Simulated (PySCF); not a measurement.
## Magnetisability: [Be(ox)2]2-, [C$_{4}$BeO$_{8}$]2-, charge -2

Geometry:
| atom | x (Å) | y (Å) | z (Å) |
| --- | --- | --- | --- |
| Be1 | 0.017 | 0.002 | -0.021 |
| O2 | 0.154 | 0.005 | 1.609 |
| C3 | 1.395 | 0.001 | 1.924 |
| O4 | 1.837 | -0.001 | 3.065 |
| C5 | 2.292 | -0.003 | 0.680 |
| O6 | 3.513 | -0.006 | 0.737 |
| O7 | 1.600 | -0.002 | -0.398 |
| O8 | -0.859 | 1.239 | -0.634 |
| C9 | -1.848 | 0.768 | -1.298 |
| O10 | -2.697 | 1.434 | -1.872 |
| C11 | -1.847 | -0.766 | -1.295 |
| O12 | -2.694 | -1.436 | -1.871 |
| O13 | -0.860 | -1.235 | -0.628 |

Total charge -2.

The calculation used PySCF 2.14.0, GIAO PBE0/def2-SVP magnetisability, rotational g tensor and spin-rotation constants, non-relativistic, gas phase. Geometry: GFN2-xTB.

For an ion the centre-of-mass motion in the field is neglected. The highest occupied orbital is unbound at this level, so the values depend on the basis.

Problem. What are the magnetisability and the molar susceptibility?

Solution. Isotropic -1244 × 10⁻³⁰ J/T², or -74.9 × 10⁻⁶ cm³/mol; principal values -1343, -1342, -1048 × 10⁻³⁰ J/T², anisotropy 295 × 10⁻³⁰ J/T² (root of half the summed squared differences of the principal values). The susceptibility is in cgs units.

Problem. Split it along the inertial axes a, b, c into diamagnetic and paramagnetic parts about the centre of mass, with the quadrupole moment.

Solution. 
| axis | χ (10⁻⁶ cm³/mol) | diamagnetic (10⁻⁶ cm³/mol) | paramagnetic (10⁻⁶ cm³/mol) | summed x² of all electrons (Å²) | quadrupole Θ (D Å) |
| --- | --- | --- | --- | --- | --- |
| a | -63.1 | -699.4 | 636.2 | 535.7 | -70.24 |
| b | -80.8 | -2622.6 | 2541.7 | 82.4 | +35.12 |
| c | -80.8 | -2622.6 | 2541.7 | 82.4 | +35.12 |

Anisotropies 2χaa − χbb − χcc = +35.5 and 2χbb − χaa − χcc = -17.7 × 10⁻⁶ cm³/mol. Θ is traceless in Buckingham's convention.

Problem. And the rotational g tensor?

Solution. 
```csv
axis,rotational constant (GHz),g,nuclear part,electronic part
a,1.9600,-0.0821,0.5038,-0.5859
b,0.4453,-0.0279,0.5038,-0.5318
c,0.4452,-0.0279,0.5037,-0.5316
```
Prolate top; isotopes 9Be, 12C, 16O; no vibrational averaging.
